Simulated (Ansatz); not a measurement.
Gas-phase electronic energies from Ansatz, PBE0-D4/def2-TZVP geometries. CCSD(T)/CBS adds triple-zeta CCSD(T) − MP2 to the extrapolated MP2 energy (def2 sets, frozen cores). This one scheme is used for every species. DFT in def2-TZVPP. Each species was taken in one conformer, which may not be the lowest.

`[F][AlH][PH2]` + `BF` → `F[BH][AlH][F]` + PH₃  (formal exchange of groups at the Al–P bond)

```json
{"level": "PBE0-D4", "ΔE (eV)": "0.94"}
{"level": "r2SCANh-D4", "ΔE (eV)": "0.99"}
{"level": "BHLYP", "ΔE (eV)": "0.92"}
{"level": "CCSD/CBS(def2)", "ΔE (eV)": "0.94"}
```

(1) What does CCSD(T)/CBS give? (Estimate.)

(2) What do rigid-rotor, harmonic-oscillator terms from PBE0-D4/def2-TZVP frequencies (298.15 K, 1 bar) make of the CCSD(T)/CBS value? (Estimate.)

Largest T1 diagnostic among the species: 0.014.

## Answers

(1) Computed: +0.96 eV. The listed levels differ from it by -0.02, 0.03, -0.04, -0.02 eV.

(2) Ansatz gave: ΔZPE = -0.03 eV, ΔH = +0.94 eV, ΔS = 5 J/(mol·K), ΔG = +0.92 eV. Modes under 50 cm⁻¹ make the entropy rough.

Leaving LDA and LC-ωPBE aside and taking each functional with its dispersion term where it has one, the values, not all of them listed here, spread over 0.11 eV, from BLYP-D4 to r2SCAN0-D4. From BLYP to BHLYP (50 % exact exchange), in def2-TZVPP and without D4, ΔE moves by +0.06 eV.
